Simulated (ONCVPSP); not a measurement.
**Configuration tests for Ce (ONCV)**

```json
{
 "Element": "Ce (Z = 58)",
 "Generator": "ONCVPSP 4.0.1",
 "Type": "optimised norm-conserving Vanderbilt (ONCV)",
 "Functional": "LDA (Perdew-Wang 92)",
 "Relativity": "scalar-relativistic",
 "Frozen core": "[Kr] 4d10",
 "Valence charge": "12",
 "Reference configuration": "4f1 5s2 5p6 5d2 6s1",
 "Partial waves": "5s+6s: rc 2.60 bohr, ncon 4, nbas 7, qcut 3.9 1/bohr, 2 projectors; 5p: rc 2.75 bohr, ncon 4, nbas 8, qcut 4.1 1/bohr, 2 projectors, debl 0.7 Ha; 5d: rc 2.90 bohr, ncon 4, nbas 7, qcut 3.8 1/bohr, 2 projectors, debl 2.1 Ha; 4f: rc 0.90 bohr, ncon 4, nbas 8, qcut 13.3 1/bohr, 2 projectors, debl 3.9 Ha",
 "Local potential": "polynomial inside 0.80 bohr (lpopt 5, dvloc0 4 Ha)",
 "Core correction": "Teter function, fcfact 3.25, rcfact 1.05"
}
```

In the p channel the program set the typed energies aside and used -0.803, 0.250 Ha.

Energies are relative to the spin-unpolarised reference configuration 4f1 5s2 5p6 5d2 6s1; without spin polarisation the order of configurations can differ from experiment.

| valence configuration | charge | ΔE all-electron (eV) | error AE − PS (meV) |
| --- | --- | --- | --- |
| 4f1 5s2 5p6 5d1 6s1 | +1 | 5.343 | -0.9 |
| 4f1 5s2 5p6 5d1 6s0 | +2 | 16.684 | -0.2 |
| 4f1 5s2 5p5 5d1 6s2 | +1 | 27.055 | -30 |

(1) What are ΔE and the potential's error for 4f1 5s2 5p6 5d1 6s2?

Note: ghosts flagged at negative energy: s at -326.0 eV, p at -105.9 eV; GHOST(+) flagged for d at 107.8 eV. A true bound ghost makes a file unfit for plane-wave use.

Results:

(1) ΔE = -0.922 eV all-electron; the error (AE − PS) is -3.1 meV.
